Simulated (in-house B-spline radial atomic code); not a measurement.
The numbers below are computed, except where a source is named.
**Making a Troullier-Martins p channel for In, r_c = 1.05 bohr**

In, [Kr] 4d10 5s2 5p1, non-relativistic PBE, spherical and spin-unpolarised, from an all-electron radial atomic-structure program (B-spline basis) (atomic units). The all-electron 4p level is ε = -2.799157 hartree, its outermost node lies just inside 0.43 bohr and its outer maximum at 0.83 bohr.

Inside r_c the pseudo-orbital is u(r) = r^2 exp(p(r)), with p = c0 + c2 r² + c4 r⁴ + … + c12 r¹². The seven coefficients follow from p and its first four derivatives at r_c, from zero curvature of the screened potential at the origin, c4 = −c2²/(2l + 5), and from the norm inside r_c. At r_c the all-electron orbital has P = 1.026777, P' = -1.173573, the screened potential V = -4.644522, V' = 11.17177, V'' = -35.37025, and the norm inside is Q = 0.6732005.

(1) What are p, p' and p'' at r_c?

For a trial c2 the five matching conditions are linear in c0, c6, c8, c10 and c12, and c2 is varied until the norm inside r_c equals Q. The root nearest zero gives:

```csv
n,c_n
0,1.083833
2,-0.09987482
4,-0.001424997
6,-3.90777
8,5.217534
10,-2.749951
12,0.5369843
```

(2) Check c4 and p(r_c), and find the screened pseudopotential at the origin.

Orbitals and screened potentials:

| r (bohr) | P | u | V all-electron | V pseudo |
| --- | --- | --- | --- | --- |
| 0.105 | 0.2637 | 0.03255 | -304.1 | -3.311 |
| 0.262 | -0.6514 | 0.2013 | -76.84 | -3.724 |
| 0.42 | -0.02651 | 0.5037 | -33.49 | -5.443 |
| 0.578 | 0.7664 | 0.8716 | -17.88 | -8.131 |
| 0.735 | 1.141 | 1.137 | -10.87 | -9.205 |
| 0.892 | 1.171 | 1.17 | -6.951 | -7.145 |
| 1.05 | 1.027 | 1.027 | -4.645 | -4.645 |

Logarithmic derivatives P'/P at R = 1.35 bohr, for energies E around ε:

```csv
E − ε (hartree),all-electron,pseudo
-0.5,-0.266703,-0.268587
-0.25,-0.886205,-0.886876
-0.1,-1.36376,-1.36387
0,-1.74544,-1.74539
0.1,-2.19468,-2.19485
0.25,-3.04475,-3.04663
0.5,-5.29612,-5.31199
```

(3) With P(R) = 0.6563278 and a norm of 0.8884802 inside R, what slope in energy does norm conservation fix?

Answers

(1) p = ln(P/r_c^2) = ln(1.026777/1.1025) = -0.07116. p' = P'/P − 2/r_c = -1.14297 − 1.90476 = -3.04773. The radial equation gives p'' = 2(V − ε) − 2(2) p'/r_c − p'² = -3.69073 − (-11.61040) − 9.28866 = -1.36899. Differentiating, p''' = 2V' + 2(2)p'/r_c² − 2(2)p''/r_c − 2p'p'' = 8.1566, and p'''' = 2V'' − 4(2)p'/r_c³ + 4(2)p''/r_c² − 2(2)p'''/r_c − 2p''² − 2p'p''' = -44.715.

(2) −c2²/7 = -0.001425, as listed. The terms c_n r_c^n are 1.08383, -0.11011, -0.00173, -5.23679, 7.70867, -4.47938, 0.96435, which sum to -0.07116. Inverting the radial equation, V_l(r) = ε + 2 p'/r + (p'' + p'²)/2, so V_l(0) = ε + (2l + 3) c2 = -2.799157 + 5 × (-0.0998748) = -3.2985 hartree, finite where the all-electron potential diverges.

(3) d(P'/P)/dE = −2 × (norm inside R)/P(R)² = -4.1251 per hartree·bohr at E = ε, for both atoms, since orbital and norm agree at R. Differences over ±0.1 hartree give -4.1546 (all-electron) and -4.1549 (pseudo), which also hold third-order terms. Half a hartree below ε the two curves differ by -0.0019.
